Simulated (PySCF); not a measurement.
**Ge+ (germanium, charge +1) across methods**

[Ar] 3d10 4s1 4p2, high-spin 4P determinant (an excited configuration). All numbers are calculated (PySCF 2.14, the spin-free X2C one-electron Hamiltonian (Gaussian nucleus), in x2c-TZVPPall (6s5p4d1f, 48 functions)).

```tsv
method	E (hartree)	mean ε 3d β (eV)	mean ε 4s α (eV)	mean ε 4p α (eV)	Σ⟨r²⟩ (bohr²)	⟨S²⟩
PBE	-2097.880	-39.639	-21.808	-12.908	29.96	3.751
r2SCANh	-2098.155	-41.699	-23.035	-13.681	29.71	3.752
UHF	-2096.59451	-53.855	-27.888	-17.105	30.21	3.752
r2SCAN	-2098.165	-40.232	-22.433	-13.260	29.70	3.752
MN15	-2099.476	-44.663	-23.890	-14.583	29.83	3.751
TPSS	-2098.151	-39.533	-21.915	-12.945	29.81	3.751
PBE0	-2097.921	-43.441	-23.484	-14.074	29.88	3.751
TPSSh	-2098.140	-41.060	-22.568	-13.402	29.80	3.751
LDA	-2094.866	-39.993	-22.002	-12.940	29.92	3.751
```
